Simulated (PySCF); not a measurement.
CH7FOSi2, SMILES C[SiH2]O[SiH2]F.

Coordinates come from a ωB97X-D3(BJ)/def2-SVP optimisation. The structure was generated by enumeration, and PubChem lists no compound with its InChIKey, so it may never have been made. The values are those of a single conformer.

Computed with CAM-B3LYP/def2-TZVP run with PySCF.

The molecule is in vacuum.

```
Item                                                                                                            Value
---------------------------------------------------------------------------------------------  ----------------------
total energy                                                                                       -796.59804 hartree
highest occupied level                                                                                      -10.05 eV
lowest empty level                                                                                            1.29 eV
orbital gap                                                                                                  11.33 eV
dipole moment                                                                                               0.161 e·Å
quadrupole, principal values (traceless, Buckingham form, about the centre of nuclear charge)  -6.07, -0.01, 6.08 D·Å
mean static polarisability                                                                       62.4 bohr³ (9.25 Å³)
polarisability, principal values                                                               56.6, 62.4, 68.1 bohr³
```
